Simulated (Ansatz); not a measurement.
Frontier orbitals of `C[O][Ga]([OH])[OH]`.

| atom | x (Å) | y (Å) | z (Å) |
| --- | --- | --- | --- |
| C1 | 1.1804 | 1.0846 | 0.9957 |
| O2 | 0.8817 | 0.7181 | -0.3331 |
| Ga3 | -0.4122 | -0.4117 | -0.7221 |
| O4 | -1.3520 | -1.0842 | 0.6356 |
| O5 | -0.6803 | -0.7912 | -2.4343 |
| H6 | 1.0936 | 2.1709 | 1.1021 |
| H7 | 2.2116 | 0.8008 | 1.2308 |
| H8 | 0.5210 | 0.6157 | 1.7344 |
| H9 | -2.0483 | -1.6934 | 0.3846 |
| H10 | -1.3956 | -1.4096 | -2.5937 |

Total charge 0; spin multiplicity 1. Correlated methods include outer-core shells of Ga, which these sets cover unevenly. Scalar relativity is left out up to krypton. Geometry: relaxed with PBE0-D4/def2-TZVP. It is one conformer, not always the lowest. Basis def2-TZVPP, Ansatz 0.2.0.

```csv
functional,HOMO (eV),LUMO (eV),gap (eV)
LDA (SPW92),-6.52,-2.13,4.39
PBE,-6.35,-1.86,4.49
PBE0,-7.91,-0.92,6.99
HSE06 (plane-wave form),-7.50,-1.29,6.21
LC-ωPBE,-10.73,1.34,12.07
ωB97M-V,-10.33,0.82,11.15
HF,-11.85,2.14,13.99
```

From PBE to PBE0 the HOMO moves by −1.56 eV and the LUMO by +0.94 eV, and with ωB97M-V by −3.98 and +2.68 eV, so the gap grows from 4.49 to 11.15 eV with exact exchange. A positive LUMO is unbound and depends on the basis.

LC-ωPBE has ω = 0.4 bohr⁻¹.
